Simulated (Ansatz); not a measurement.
Relaxation of V₃O₃⁺ with RKS PBE-D4/def2-SVP.

```sh
$ ansatz run in.yaml --threads 4 --pin off --events-out ev --progress --plain --max-ram 4787MiB
```

```yaml
crystal:
  periodic: [false, false, false]
  atoms:
    - {symbol: V, position_ang: [-1.463510, 0.256070, 1.338350]}
    - {symbol: V, position_ang: [0.212270, -1.792830, -1.810720]}
    - {symbol: V, position_ang: [1.790980, 0.905450, -0.238370]}
    - {symbol: O, position_ang: [-0.978400, -0.323540, -0.358180]}
    - {symbol: O, position_ang: [0.668170, 0.246870, 0.981250]}
    - {symbol: O, position_ang: [-0.229510, 0.707980, 0.087670]}
basis:
  gaussian: {orbitals: def2-SVP}
total_charge: 1
hamiltonian: {xc: pbe, dispersion: d4}
scf: {lower_state_search: "off"}
output: {orbitals: {seedname: orbitals}}
relax: {f_tol: 0.02, max_steps: 100}
```

It took 82 s on 4 threads of Intel Xeon on a shared host.

Positions (Å) and forces (eV/Å) at steps 1, 2, 3, 4, 5, 6, 7, 8, 9, 10, 11, 12, 13, 14, 15, 16, 17, 18, 19, 20, 21, 22, 24 of 24:

```xyz
6
step=1 energy=-83144.2505 eV
V    -1.464    0.256    1.338   -1.468   -0.734    1.949
V     0.212   -1.793   -1.811    0.002    2.108    1.583
V     1.791    0.905   -0.238    0.346   -1.154   -1.311
O    -0.978   -0.324   -0.358   -2.174   -4.462   -3.104
O     0.668    0.247    0.981    4.171   -2.010    5.318
O    -0.230    0.708    0.088   -0.878    6.252   -4.436
6
step=2 energy=-83145.9191 eV
V    -1.472    0.216    1.336    0.097   -0.556    0.318
V     0.241   -1.635   -1.700   -0.200    2.554    1.970
V     1.791    0.794   -0.310   -1.128   -1.943   -0.531
O    -1.007   -0.372   -0.392   -1.787   -4.750   -2.896
O     0.693    0.269    1.022    4.068   -1.208    4.196
O    -0.246    0.727    0.044   -1.049    5.903   -3.057
6
step=3 energy=-83147.9940 eV
V    -1.455    0.175    1.322    1.485   -0.248   -0.706
V     0.284   -1.476   -1.596   -0.268    2.872    2.251
V     1.750    0.651   -0.378   -2.531   -2.458    0.105
O    -1.031   -0.416   -0.427   -1.406   -5.189   -2.978
O     0.722    0.302    1.068    4.217   -1.155    3.905
O    -0.270    0.764    0.011   -1.495    6.179   -2.578
6
step=4 energy=-83150.7189 eV
V    -1.403    0.142    1.299    3.110    0.626   -1.419
V     0.345   -1.330   -1.507   -0.038    2.948    2.229
V     1.656    0.484   -0.432   -3.828   -2.310    0.538
O    -1.051   -0.461   -0.466   -1.043   -5.289   -2.900
O     0.759    0.334    1.125    3.895   -1.835    4.169
O    -0.306    0.830   -0.020   -2.096    5.861   -2.617
6
step=5 energy=-83154.0475 eV
V    -1.282    0.137    1.264    4.091    1.288   -2.384
V     0.390   -1.228   -1.458   -0.646    2.493    2.082
V     1.512    0.352   -0.430   -3.025   -0.895    0.866
O    -1.069   -0.524   -0.515   -0.975   -5.775   -1.915
O     0.805    0.344    1.218    1.766   -2.430    2.944
O    -0.356    0.919   -0.079   -1.212    5.319   -1.594
6
step=6 energy=-83157.9245 eV
V    -1.110    0.174    1.178    4.636    1.557   -3.632
V     0.393   -1.120   -1.379   -0.931    0.612    0.829
V     1.373    0.298   -0.406   -1.132    1.220    0.488
O    -1.095   -0.683   -0.560   -1.049   -4.663    0.252
O     0.831    0.268    1.308   -1.131   -2.691    1.986
O    -0.391    1.064   -0.141   -0.394    3.965    0.077
6
step=7 energy=-83160.4648 eV
V    -0.955    0.221    1.069    3.535    0.493   -2.218
V     0.378   -1.074   -1.341   -0.146   -1.795   -1.266
V     1.299    0.317   -0.395   -0.234    2.160    0.677
O    -1.117   -0.840   -0.546   -1.065   -1.468    1.301
O     0.790    0.172    1.369   -1.107   -2.254    2.381
O    -0.395    1.204   -0.156   -0.983    2.865   -0.874
6
step=8 energy=-83161.9133 eV
V    -0.789    0.254    0.971   -1.451   -0.648   -1.880
V     0.391   -1.119   -1.362   -0.303    0.165    0.503
V     1.242    0.390   -0.395   -0.577    0.122   -0.349
O    -1.150   -0.932   -0.493    0.706   -0.175    1.104
O     0.745    0.034    1.491    1.272   -0.911    0.844
O    -0.438    1.373   -0.212    0.353    1.447   -0.222
6
step=9 energy=-83162.1026 eV
V    -0.770    0.240    0.834    1.389    0.782    1.548
V     0.352   -1.095   -1.383    1.109   -0.199   -0.481
V     1.197    0.421   -0.492   -0.687    0.507    1.008
O    -1.056   -0.995   -0.350   -1.644   -1.197   -0.315
O     0.684   -0.081    1.642   -0.668    0.111   -1.447
O    -0.406    1.509   -0.251    0.501   -0.004   -0.313
6
step=10 energy=-83162.3672 eV
V    -0.782    0.249    0.873    0.164    0.280   -0.998
V     0.409   -1.129   -1.327   -0.113    0.087    0.526
V     1.182    0.446   -0.422   -0.553    0.286    0.230
O    -1.128   -0.982   -0.377   -0.054   -0.192    0.033
O     0.727   -0.097    1.507    0.341   -0.259   -0.121
O    -0.410    1.512   -0.253    0.215   -0.202    0.331
6
step=11 energy=-83162.4310 eV
V    -0.777    0.249    0.846   -0.457   -0.042   -0.934
V     0.429   -1.151   -1.225   -0.086   -0.072    0.515
V     1.149    0.496   -0.355    0.327    0.391   -1.042
O    -1.170   -0.962   -0.397   -0.139   -0.186    0.035
O     0.780   -0.146    1.395    0.625   -0.777    1.241
O    -0.412    1.514   -0.264   -0.270    0.686    0.185
6
step=12 energy=-83162.6373 eV
V    -0.759    0.242    0.800   -0.688    0.166   -0.889
V     0.473   -1.209   -1.098   -0.471    0.720    1.084
V     1.123    0.560   -0.378    0.498    0.033   -0.869
O    -1.221   -0.957   -0.424    0.472   -0.070    0.076
O     0.812   -0.225    1.343    0.548   -0.940    0.435
O    -0.428    1.588   -0.242   -0.360    0.090    0.163
6
step=13 energy=-83163.0333 eV
V    -0.751    0.245    0.733   -0.400    0.788   -0.052
V     0.499   -1.203   -0.905   -0.270    0.691    1.019
V     1.132    0.651   -0.408   -0.032   -0.387    0.303
O    -1.269   -0.963   -0.425    0.785   -0.094   -0.010
O     0.843   -0.372    1.258    0.235   -0.807   -1.133
O    -0.453    1.643   -0.252   -0.318   -0.192   -0.126
6
step=14 energy=-83163.4339 eV
V    -0.762    0.278    0.702    0.044    0.864    0.207
V     0.524   -1.184   -0.747   -0.703   -0.376    0.224
V     1.126    0.708   -0.385   -0.253    0.168    1.007
O    -1.276   -0.956   -0.415    0.794   -0.305   -0.191
O     0.872   -0.517    1.131    0.297   -0.325   -0.907
O    -0.485    1.670   -0.287   -0.179   -0.027   -0.339
6
step=15 energy=-83163.5384 eV
V    -0.757    0.331    0.678   -0.153    0.409    0.174
V     0.503   -1.217   -0.648   -1.047   -0.308   -1.357
V     1.114    0.796   -0.272   -0.045    0.093   -0.141
O    -1.264   -0.961   -0.398    0.270   -0.589   -0.480
O     0.929   -0.650    1.002    0.558    0.754    1.513
O    -0.526    1.700   -0.361    0.417   -0.359    0.292
6
step=16 energy=-83163.6718 eV
V    -0.767    0.323    0.691    0.489   -0.137    0.018
V     0.475   -1.213   -0.690   -0.444   -0.097    0.060
V     1.116    0.771   -0.296   -0.111   -0.005    0.346
O    -1.257   -0.982   -0.422   -0.046   -0.200   -0.319
O     0.930   -0.584    1.049    0.172    0.257    0.031
O    -0.497    1.686   -0.331   -0.060    0.182   -0.135
6
step=17 energy=-83163.5548 eV rejected
V    -0.694    0.279    0.703   -1.067   -1.028    0.583
V     0.315   -1.270   -0.586    2.370   -0.637    0.011
V     1.116    0.848   -0.219    0.056    0.270   -1.084
O    -1.308   -0.990   -0.588   -1.536    0.834    0.311
O     1.077   -0.524    1.043   -0.561    0.212    0.008
O    -0.505    1.656   -0.353    0.738    0.349    0.170
6
step=18 energy=-83163.7457 eV
V    -0.736    0.286    0.698   -0.099   -0.437   -0.231
V     0.419   -1.260   -0.638   -0.199    0.025    0.189
V     1.108    0.792   -0.284    0.072    0.411   -0.160
O    -1.290   -0.977   -0.512   -0.026    0.039    0.098
O     0.993   -0.529    1.053   -0.050    0.060    0.005
O    -0.493    1.688   -0.316    0.303   -0.098    0.098
6
step=19 energy=-83163.7754 eV
V    -0.718    0.233    0.688   -0.445   -0.624    0.026
V     0.354   -1.299   -0.577    0.505    0.209    0.200
V     1.116    0.840   -0.279   -0.106    0.218   -0.480
O    -1.331   -0.984   -0.587   -0.120    0.348    0.305
O     1.046   -0.473    1.048   -0.241   -0.201   -0.003
O    -0.467    1.684   -0.293    0.407    0.050   -0.050
6
step=20 energy=-83163.7688 eV rejected
V    -0.773    0.207    0.624    0.456   -0.288    0.306
V     0.399   -1.285   -0.575   -0.271    0.075    0.154
V     1.136    0.837   -0.337   -0.321    0.292    0.105
O    -1.355   -1.051   -0.536    0.152    0.292   -0.184
O     0.993   -0.451    1.039   -0.110   -0.079   -0.010
O    -0.401    1.744   -0.216    0.094   -0.292   -0.372
6
step=21 energy=-83163.8304 eV
V    -0.739    0.185    0.677   -0.092    0.038    0.136
V     0.385   -1.269   -0.564   -0.051   -0.081    0.032
V     1.120    0.849   -0.318   -0.050    0.095   -0.026
O    -1.350   -0.968   -0.564    0.055   -0.062   -0.089
O     1.022   -0.475    1.054    0.013    0.021   -0.066
O    -0.438    1.678   -0.286    0.125   -0.010    0.013
6
step=22 energy=-83163.8273 eV rejected
V    -0.747    0.185    0.679    0.071   -0.025   -0.014
V     0.380   -1.290   -0.540    0.005    0.118   -0.143
V     1.110    0.851   -0.331    0.067    0.019    0.065
O    -1.340   -0.971   -0.585   -0.135   -0.020    0.061
O     1.028   -0.470    1.044   -0.013    0.040    0.106
O    -0.430    1.695   -0.267    0.004   -0.132   -0.074
6
step=24 energy=-83163.8328 eV
V    -0.744    0.183    0.680   -0.002    0.001    0.007
V     0.380   -1.275   -0.555   -0.001   -0.004   -0.004
V     1.117    0.853   -0.321    0.002    0.005   -0.004
O    -1.349   -0.971   -0.573   -0.001   -0.002   -0.004
O     1.025   -0.471    1.050    0.002   -0.001    0.006
O    -0.431    1.681   -0.281    0.001    0.000   -0.002
```

The restricted singlet is unstable towards broken spin symmetry in Hartree–Fock (as tested in another run); at PBE-D4/def2-SVP this wasn't settled. The structure comes from a short search, and lower isomers may exist.
